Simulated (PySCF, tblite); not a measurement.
Question: What does the GFN2-xTB structure of InChI=1S/C6H15PSi/c1-2-3-7-4-6(8)5-7/h6H,2-5H2,1,8H3 look like in three dimensions?

Answer: 
```
atom  x, y, z in Å
C1    -3.6365    0.2230    0.4361
C2    -2.4877   -0.4715   -0.2847
C3    -1.3034    0.4677   -0.4906
P4     0.0822   -0.3932   -1.3962
C5     0.9703   -1.1522    0.0747
C6     1.7687    0.1370    0.3435
Si7    3.6115   -0.1053    0.7377
C8     1.4571    0.8228   -1.0000
H9    -3.9865    1.0775   -0.1395
H10   -3.3154    0.5779    1.4138
H11   -4.4708   -0.4605    0.5759
H12   -2.1665   -1.3406    0.2955
H13   -2.8296   -0.8359   -1.2564
H14   -0.9507    0.8547    0.4690
H15   -1.6099    1.3174   -1.1091
H16    1.6005   -1.9799   -0.2537
H17    0.3363   -1.5024    0.8892
H18    1.2942    0.6960    1.1544
H19    3.7283   -0.8568    1.9882
H20    4.2275   -0.8559   -0.3582
H21    4.2462    1.2077    0.8647
H22    1.1615    1.8709   -0.9476
H23    2.2680    0.7283   -1.7238
```

Any rigid rotation of these coordinates is as good. Atoms count from 1 in this order. Si7 (SiH3 silicon) is tetrahedral (angles from 108.5° to 110.6°). The 4-membered ring P4–C5–C6–C8 has internal angles of 75.5° to 96.6°; it is puckered, 0.09 Å rms from its mean plane, widest ring torsion 14°. P4 (phosphine phosphorus) is pyramidal (angles 99.1°, 98.2° and 75.5°, sum 272.8°, 1.05 Å off the plane of its three neighbours). Of the pairs four or more bonds apart, C6···H14 is among the closest relative to their van der Waals radii: 2.82 Å, 97 % of the sum of Bondi's values.

Bonds between heavy atoms (Å): C1–C2 1.524, C2–C3 1.525, C3–P4 1.866, P4–C5 1.878, C5–C6 1.540, C6–Si7 1.900, C6–C8 1.540, P4–C8 1.878.

The geometry is computed with GFN2-xTB (gas phase).

Point group: C1 (no symmetry element, even within 0.4 Å). Its GFN2-xTB frequencies are all real (lowest 46 cm⁻¹). One conformer, not necessarily the lowest (C1–C2–C3–P4 -179°, C2–C3–P4–C5 -87°, C3–P4–C5–C6 -85°, P4–C5–C6–Si7 -137°, C5–C6–C8–P4 14°, C3–P4–C8–C6 86°).
